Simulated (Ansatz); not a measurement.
Reaction (redistribution): `CC(C)[O][Cd][O]C(C)C` + `[OH][Al]([F])[Cl]` → `CC(C)[O][Cd][OH]` + `CC(C)[O][Al]([F])[Cl]`

Isolated molecules relaxed with PBE0-D4/def2-TZVP in Ansatz; ΔE leaves out vibrations. CCSD(T)/CBS adds triple-zeta CCSD(T) − MP2 to the extrapolated MP2 energy (def2 sets, frozen cores). This one scheme is used for every species. def2 core potentials past Kr. For Cd outer-core shells are correlated without core-valence functions, which leaves a few kJ/mol of doubt a bond. One conformer a species, not always the lowest.

`CC(C)[O][Cd][O]C(C)C`:

Cartesian coordinates in Å:
```
C -1.304 0.880 2.248
C -1.899 -0.506 2.063
C -1.069 -1.564 2.770
O -2.095 -0.813 0.711
Cd -0.541 -0.919 -0.496
O 0.902 -1.216 -1.806
C 1.534 -0.116 -2.398
C 0.569 0.710 -3.231
C 2.256 0.741 -1.373
H -1.250 1.163 3.302
H -0.282 0.910 1.846
H -1.903 1.624 1.718
H -2.903 -0.506 2.516
H -1.003 -1.378 3.845
H -1.502 -2.553 2.613
H -0.044 -1.570 2.374
H 2.290 -0.539 -3.077
H -0.182 1.184 -2.583
H 1.081 1.508 -3.776
H 0.048 0.076 -3.950
H 2.930 0.128 -0.772
H 2.836 1.539 -1.844
H 1.530 1.217 -0.698
```

`[OH][Al]([F])[Cl]`:

Cartesian coordinates in Å:
```
O 0.743 0.150 -1.055
Al 0.025 0.007 0.452
F 0.959 0.204 1.778
Cl -1.994 -0.408 0.702
H 0.266 0.048 -1.877
```

`CC(C)[O][Cd][OH]`:

Cartesian coordinates in Å:
```
C 0.393 2.006 -0.471
C -0.240 0.629 -0.381
C -0.635 0.298 1.049
O 0.682 -0.290 -0.909
Cd 0.474 -2.225 -0.659
O 0.340 -4.180 -0.606
H 1.292 2.046 0.150
H 0.682 2.218 -1.502
H -0.300 2.782 -0.136
H -1.158 0.635 -0.994
H -1.327 1.038 1.459
H -1.136 -0.676 1.102
H 0.254 0.266 1.686
H 0.679 -4.547 0.213
```

`CC(C)[O][Al]([F])[Cl]`:

```xyz
14

C    -1.477    0.502    0.043
C    -0.476   -0.635    0.095
C     0.142   -0.916   -1.260
O     0.530   -0.364    1.050
Al    1.704    0.799    1.259
F     1.909    2.033    0.196
Cl    2.956    0.706    2.906
H    -2.301    0.266   -0.635
H    -1.895    0.690    1.034
H    -0.996    1.418   -0.316
H    -0.988   -1.540    0.444
H    -0.623   -1.206   -1.985
H     0.868   -1.729   -1.188
H     0.649   -0.024   -1.642
```

```
             level  ΔE (kJ/mol)
CCSD(T)/def2-TZVPP         10.4
     MP2/CBS(def2)          6.9
```

Question: What does CCSD(T)/CBS give? (Estimate.)

Answer: Computed: +6.6 kJ/mol. The listed levels differ from it by 3.8, 0.3 kJ/mol.

Largest T1 diagnostic among the species: 0.016.

In def2-TZVPP, CCSD(T) changes the Hartree–Fock value by +13.4 kJ/mol (the triples alone add +3.3 kJ/mol) and MP2 by +13.7 kJ/mol. The D4 term adds +4.6 kJ/mol with B3LYP and +2.5 kJ/mol with PBE0; it sums over pairs of atoms, weighted by their polarisabilities, and B3LYP, whose exchange is more repulsive, gets the larger term.

B3LYP here is the variant with VWN-RPA as its local correlation; programs differ in this.
